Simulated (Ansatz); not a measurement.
Input for Ansatz (an electronic-structure program): U-PBE/def2-TZVPP on VF, 2S+1 = 3, a spin state set in the input, which need not be the lowest, a point of a bond scan (R = 1.782 Å).

Ansatz 0.2 input:
```yaml
crystal:
  periodic: [false, false, false]
  atoms:
    - {symbol: V, position_ang: [0.00000000, 0.00000000, 0.00000000]}
    - {symbol: F, position_ang: [0.00000000, 0.00000000, 1.78221900]}
basis:
  gaussian:
    orbitals: def2-TZVPP
    pivot_positions_ang: [[0.00000000, 0.00000000, 0.00000000], [0.00000000, 0.00000000, 1.78221900]]
hamiltonian:
  xc: {name: PBE}
magnetization: {spin_polarized: true, initial_magnetization: 2}
output: {forces: true, orbitals: {seedname: ./end}}
```

The log:

```
WARN ansatz: RAYON_NUM_THREADS=2 ignored (pool sized by the plan → 2); use --threads N
Functional definition: PBE
integrals: 0.02 GiB planned
596 factors; their error is unknown
mean field: 0.28 GiB planned
mean field evaluation 1: about -28383.5580 eV, gradient 5.7e1 eV
mean field evaluation 2: about -28313.6681 eV, gradient 1.3e2 eV
mean field evaluation 4: about -28390.6205 eV, gradient 3.5e1 eV
mean field evaluation 8: about -28395.8171 eV, gradient 2.5e0 eV
mean field evaluation 16: about -28395.8662 eV, gradient 7.0e-2 eV
mean field evaluation 32: about -28395.8765 eV, gradient 5.8e-1 eV
mean field evaluation 64: about -28395.3462 eV, gradient 5.9e-4 eV
mean field evaluation 96: about -28393.6450 eV, gradient 2.4e0 eV
mean field evaluation 128: about -28395.8330 eV, gradient 1.4e-2 eV
mean field evaluation 160: about -28395.8345 eV, gradient 2.3e-2 eV
mean field evaluation 192: about -28395.6168 eV, gradient 1.6e0 eV
mean field evaluation 224: about -28395.8714 eV, gradient 8.5e-1 eV
mean field -28395.90322030 eV, -1043.5301959116 hartree, gradient 7.5e-6 eV, S^2 2.827774; 12 other end points of the search recorded, 0 dependent functions left out
the calculation of the forces begins
reference -28395.90326103 eV, -1043.5301974083 hartree; 17, 15 occupied and 78, 80 virtual orbitals, 596 factors
Total energy: -28395.90326103 eV, -1043.5301974083 hartree
Atom 0 at     0.000000     0.000000     0.000000 Å, force    -0.000000     0.000000     0.678050 eV/Å
Atom 1 at     0.000000     0.000000     1.782219 Å, force     0.000000    -0.000000    -0.678050 eV/Å
Dipole moment:    -0.000000     0.087934    -0.551470 e Å
```

The run converged. Its determinant has ⟨S²⟩ = 2.83, a mixture of spin states.

Cost: around 50 core-seconds (rough).
